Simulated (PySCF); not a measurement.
# MP for M along group 14

PBE0 with double-zeta basis sets in PySCF, for the lowest determinant that a PBE0 search found; no spin–orbit coupling. De refers to high-spin ground-configuration atoms. A positive dipole means M(−)P(+).

```
 M                   basis  state (unpaired electrons)  Re (Å)  ωe (cm⁻¹)  De (eV)  μ (D)
Si                def2-SVP               doublet (π ↑)   2.078        641     3.57  -0.79
Ge                def2-SVP               doublet (π ↑)   2.147        502     3.27  -1.14
Sn  cc-pVDZ-PP/cc-pV(D+d)Z               doublet (π ↑)   2.349        417     2.72  -2.14
Pb                def2-SVP               doublet (π ↑)   2.432        367     2.45  -2.70
```

The shortest bond is that of SiP (2.078 Å), the longest that of PPb (2.432 Å).

The rows differ in basis set, which adds steps of its own.

Down a group the atoms grow and get heavier, so bonds lengthen and wavenumbers fall; this series shows no clear exception.

These are scalar-relativistic numbers at best; spin–orbit coupling would shift them, the dissociation energy most. States were picked by a PBE0 search and need not be the measured ground states.
